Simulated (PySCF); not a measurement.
## In⁺ (indium, charge +1): r2SCAN calculation

Configuration: [Kr] 4d9 5s2 5p1, one real determinant (an excited configuration). All numbers are calculated (PySCF 2.14, the spin-free X2C one-electron Hamiltonian (Gaussian nucleus), in x2c-TZVPPall (8s6p4d2f, 60 functions)).

```json
{
  "Total energy": "-5880.01 hartree",
  "One-electron energy": "-8066.05 hartree",
  "Hartree (Coulomb) energy": "2346.77 hartree",
  "Exchange-correlation energy": "-160.73 hartree",
  "⟨S²⟩": "2.0048",
  "⟨L²⟩": "8.017",
  "Sum of ⟨r⟩": "32.10 bohr",
  "Sum of ⟨r²⟩": "46.11 bohr²",
  "Traceless quadrupole moment −½Σ⟨3z² − r²⟩ along its main axis": "-3.59 e·bohr²",
  "Langevin diamagnetic susceptibility": "-36.5 ×10⁻⁶ cm³/mol"
}
```

```json
{"shell": "1s α", "electrons": "1", "mean orbital energy (eV)": "-27772.1", "spread (eV)": "0", "rms radius, mean of both spins (bohr)": "0.0341"}
{"shell": "1s β", "electrons": "1", "mean orbital energy (eV)": "-27772.1", "spread (eV)": "0", "rms radius, mean of both spins (bohr)": "0.0341"}
{"shell": "2s α", "electrons": "1", "mean orbital energy (eV)": "-4188.1", "spread (eV)": "0", "rms radius, mean of both spins (bohr)": "0.139"}
{"shell": "2s β", "electrons": "1", "mean orbital energy (eV)": "-4187.7", "spread (eV)": "0", "rms radius, mean of both spins (bohr)": "0.139"}
{"shell": "2p α", "electrons": "3", "mean orbital energy (eV)": "-3760.1", "spread (eV)": "0.447", "rms radius, mean of both spins (bohr)": "0.124"}
{"shell": "2p β", "electrons": "3", "mean orbital energy (eV)": "-3759.8", "spread (eV)": "0.122", "rms radius, mean of both spins (bohr)": "0.124"}
{"shell": "3s α", "electrons": "1", "mean orbital energy (eV)": "-813.83", "spread (eV)": "0", "rms radius, mean of both spins (bohr)": "0.372"}
{"shell": "3s β", "electrons": "1", "mean orbital energy (eV)": "-813.73", "spread (eV)": "0", "rms radius, mean of both spins (bohr)": "0.372"}
{"shell": "3p α", "electrons": "3", "mean orbital energy (eV)": "-672.40", "spread (eV)": "0.839", "rms radius, mean of both spins (bohr)": "0.373"}
{"shell": "3p β", "electrons": "3", "mean orbital energy (eV)": "-672.26", "spread (eV)": "0.667", "rms radius, mean of both spins (bohr)": "0.373"}
{"shell": "3d α", "electrons": "5", "mean orbital energy (eV)": "-452.23", "spread (eV)": "1.001", "rms radius, mean of both spins (bohr)": "0.353"}
{"shell": "3d β", "electrons": "5", "mean orbital energy (eV)": "-451.95", "spread (eV)": "0.523", "rms radius, mean of both spins (bohr)": "0.353"}
{"shell": "4s α", "electrons": "1", "mean orbital energy (eV)": "-138.20", "spread (eV)": "0", "rms radius, mean of both spins (bohr)": "0.901"}
{"shell": "4s β", "electrons": "1", "mean orbital energy (eV)": "-136.75", "spread (eV)": "0", "rms radius, mean of both spins (bohr)": "0.901"}
{"shell": "4p α", "electrons": "3", "mean orbital energy (eV)": "-95.582", "spread (eV)": "1.607", "rms radius, mean of both spins (bohr)": "0.979"}
{"shell": "4p β", "electrons": "3", "mean orbital energy (eV)": "-94.144", "spread (eV)": "0.227", "rms radius, mean of both spins (bohr)": "0.979"}
{"shell": "4d α", "electrons": "5", "mean orbital energy (eV)": "-33.352", "spread (eV)": "1.864", "rms radius, mean of both spins (bohr)": "1.24"}
{"shell": "4d β", "electrons": "4", "mean orbital energy (eV)": "-32.313", "spread (eV)": "0.673", "rms radius, mean of both spins (bohr)": "1.24"}
{"shell": "5s α", "electrons": "1", "mean orbital energy (eV)": "-17.981", "spread (eV)": "0", "rms radius, mean of both spins (bohr)": "2.52"}
{"shell": "5s β", "electrons": "1", "mean orbital energy (eV)": "-16.937", "spread (eV)": "0", "rms radius, mean of both spins (bohr)": "2.52"}
{"shell": "5p α", "electrons": "1", "mean orbital energy (eV)": "-11.054", "spread (eV)": "0", "rms radius, mean of both spins (bohr)": "3.11"}
```

⟨L²⟩ = 8.02 against 12 for a pure F term, so this real determinant mixes terms.

Densities and radii are taken from the X2C orbitals without a picture-change correction, which distorts them close to the nucleus.
